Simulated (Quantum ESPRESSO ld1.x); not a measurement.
The numbers below are computed, except where a source is named.
One sound ld1.x (Quantum ESPRESSO 7.5) input for the cobalt ion Co2+ gives E = -1390.956 hartree in 32 iterations:

```
 &input
    zed=27.0,
    iswitch=1,
    rel=1,
    dft='PBESOL',
    config='[Ar] 3d7',
    prefix='ld1',
    max_out_wfc=37,
    file_charge='ld1.rho',
 /
```

Changed or added lines, one case at a time, and what came of them:

- xmin=0.0: ignored. A value of zero is read as not set, so the default xmin is used, as the mesh line shows.
- iswitch=0: refused. The program stops in ld1_readin with "wrong iswitch": iswitch takes 1 to 4.
- lsd=1 dft='PW91': silently wrong. The run ends normally, but in this build (ld1.x 7.5) Etot and Exc of a spin-polarised run lack the gradient corrections of exchange and correlation and come out near their LSDA values (nitrogen, PBE: -54.132 hartree against -54.536 from two other codes). The eigenvalues and orbitals are those of the GGA; the energies must not be used.
- noscf=.true.: ran as typed. With noscf the program prints the levels of a bare nucleus, with no screening and no total energy; they are not those of the atom.
- config='[Ar] 3d7 3d7': refused. The program stops in el_config with "wavefunction 3D found too many times": a shell may stand twice only as spin up and down (lsd = 1) or as its two j (rel = 2, l > 0), within their capacities.
- config='[Ar] 3d7 2d1': refused. The program stops in el_config with "main/angular quantum number mismatch": l must be smaller than n.
- xmin=-20.0: not converged. The mesh starts very near the nucleus; the cycle ends with warnings and the numbers are not to be used.
